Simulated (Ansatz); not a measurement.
`[F][Ga]([SH])[Cl]` + NH₃ → `[NH2][Ga]([SH])[Cl]` + H–F at 600 K and 1 bar (ligand exchange at a Ga–F bond).

Program: Ansatz. Geometries: PBE0-D4/def2-TZVP. ΔE: electronic, gas phase. CCSD(T)/CBS adds triple-zeta CCSD(T) − MP2 to the extrapolated MP2 energy (def2 sets, frozen cores). This one scheme is used for every species. For Ga outer-core shells are correlated without core-valence functions, which leaves a few kJ/mol of doubt a bond. Scalar relativity is left out up to krypton. One conformer a species, not always the lowest.

| species | CCSD(T)/CBS energy (Eh) | H − E (kJ/mol) | S (J/(mol·K)) |
| --- | --- | --- | --- |
| `[F][Ga]([SH])[Cl]` | -2882.02312 | 79.6 | 402.0 |
| NH₃ | -56.50880 | 112.4 | 219.5 |
| `[NH2][Ga]([SH])[Cl]` | -2838.12422 | 150.0 | 437.5 |
| H–F | -100.39570 | 42.3 | 194.0 |

H − E and S are ideal-gas, rigid-rotor, harmonic terms from PBE0-D4/def2-TZVP, for one conformer and one mirror image of each species. 1 Eh = 2625.50 kJ/mol, R = 8.31446 J/(mol·K).

**Question.** By hand: ΔE, ΔH, ΔS and ΔG.

**Answer.** ΔE = (-2838.12422) + (-100.39570) − (-2882.02312) − (-56.50880) = 0.01200 Eh = 31.5 kJ/mol. Δ(H − E) = 150.0 + 42.3 − 79.6 − 112.4 = 0.3, so ΔH = 31.8 kJ/mol. ΔS = 437.5 + 194.0 − 402.0 − 219.5 = 10.0 J/(mol·K). ΔG = 31.8 − 600 × (10.0)/1000 = 25.8 kJ/mol.

**Question.** By hand: the equilibrium constant, and the temperature at which ΔG would vanish if ΔH and ΔS stayed fixed.

**Answer.** log₁₀ K = −ΔG/(RT ln 10) = -2.2. ΔG = 0 at ΔH/ΔS = 3180 K, far beyond where these terms or the molecules hold.

The number of gas molecules stays the same, so ΔS is small and ΔH decides. A doubt of 5 kJ/mol in ΔE shifts log₁₀ K by 0.4 here. Other conformers and mirror images would add mixing entropy, several J/(mol·K) or more a flexible species. These are equilibria of isolated gas molecules and say nothing of rates. Largest T1 diagnostic: 0.013 (customary marks: 0.02 for closed shells, 0.045 for open ones).
